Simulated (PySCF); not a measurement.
Geometry (Å), atoms numbered from 1 in this order:
```xyz
18

C     3.0503   -0.5136   -0.3214
C     1.7023   -0.8047    0.2714
O     1.5031   -1.7196    1.0418
Si    0.2005    0.2967   -0.2014
C     0.9577    1.6381   -1.2600
N     1.3984    2.4774   -1.9086
Si   -1.7389   -0.7829   -0.9969
C    -2.6335   -0.0794    0.5653
Si   -1.2801    0.9165    1.5235
H     3.8008   -1.2113    0.0448
H     3.3371    0.5066   -0.0727
H     2.9815   -0.5771   -1.4063
H    -1.7527   -2.2464   -1.0499
H    -2.3338   -0.2904   -2.2430
H    -3.0506   -0.8779    1.1783
H    -3.4857    0.5446    0.2974
H    -1.6258    2.3353    1.6560
H    -1.0395    0.3945    2.8700
```

PySCF calculation with GFN2-xTB structure and NMR shieldings at PBE0/pcSseg-1/GIAO; single conformer, rapidly exchanging positions averaged, isolated molecule, relativity neglected.

Chemical shifts δ = σref − σ; TMS for $^{13}$C and $^{1}$H and $^{29}$Si; H2O for $^{17}$O; $^{15}$N vs NH3, all at this level.

```json
{"atoms": "H16", "nucleus": "$^{1}$H", "count": "1", "Hirshfeld charge": "0.04", "δ (ppm)": "?"}
{"atoms": "C1", "nucleus": "$^{13}$C", "count": "1", "Hirshfeld charge": "-0.12", "δ (ppm)": "?"}
{"atoms": "H10/H11/H12", "nucleus": "$^{1}$H", "count": "3", "Hirshfeld charge": "0.06", "δ (ppm)": "2.78"}
{"atoms": "Si4", "nucleus": "$^{29}$Si", "count": "1", "Hirshfeld charge": "0.21", "δ (ppm)": "-58.2"}
{"atoms": "C5", "nucleus": "$^{13}$C", "count": "1", "Hirshfeld charge": "-0.04", "δ (ppm)": "125.2"}
{"atoms": "H15", "nucleus": "$^{1}$H", "count": "1", "Hirshfeld charge": "0.04", "δ (ppm)": "0.86"}
{"atoms": "C2", "nucleus": "$^{13}$C", "count": "1", "Hirshfeld charge": "0.09", "δ (ppm)": "242.0"}
{"atoms": "N6", "nucleus": "$^{15}$N", "count": "1", "Hirshfeld charge": "-0.20", "δ (ppm)": "377.0"}
{"atoms": "O3", "nucleus": "$^{17}$O", "count": "1", "Hirshfeld charge": "-0.22", "δ (ppm)": "?"}
{"atoms": "Si7/Si9", "nucleus": "$^{29}$Si", "count": "2", "Hirshfeld charge": "0.27", "δ (ppm)": "-45.7"}
{"atoms": "C8", "nucleus": "$^{13}$C", "count": "1", "Hirshfeld charge": "-0.25", "δ (ppm)": "-7.7"}
{"atoms": "H13/H18", "nucleus": "$^{1}$H", "count": "2", "Hirshfeld charge": "-0.06", "δ (ppm)": "?"}
{"atoms": "H14/H17", "nucleus": "$^{1}$H", "count": "2", "Hirshfeld charge": "-0.07", "δ (ppm)": "4.85"}
```

Fill in the missing shifts.

Results:


- C1: 43.8 ppm, methyl carbon α to a carbonyl; α to the electron-withdrawing carbonyl group
- H13/H18: 4.81 ppm, hydrogen on a silicon bonded to C, Si, in a 4-membered ring
- H16: 0.92 ppm, hydrogen on an sp3 CH2 bonded to 2 Si
- O3: 842.7 ppm, carbonyl oxygen

Shifts are as computed. Against solution values, carbons near 30 ppm lie about +3 ppm off and those near 130 ppm about +5 ppm. Of 1211 compounds with measured shifts, 218 miss one by over three times the rms of a fit or turn the order of signals round; such compounds aren't used in these exercises. Unscaled 17O shifts of doubly bonded oxygen tend to come out too high, by tens of ppm or more. Experimental scales use liquid or dissolved standards, which lie at an offset from isolated NH3 (liquid NH3: subtract about 20 ppm) and H2O (liquid H2O: subtract about 36 ppm). Unscaled 15N shifts of sp2 nitrogen come out 20 to 40 ppm too high even then.
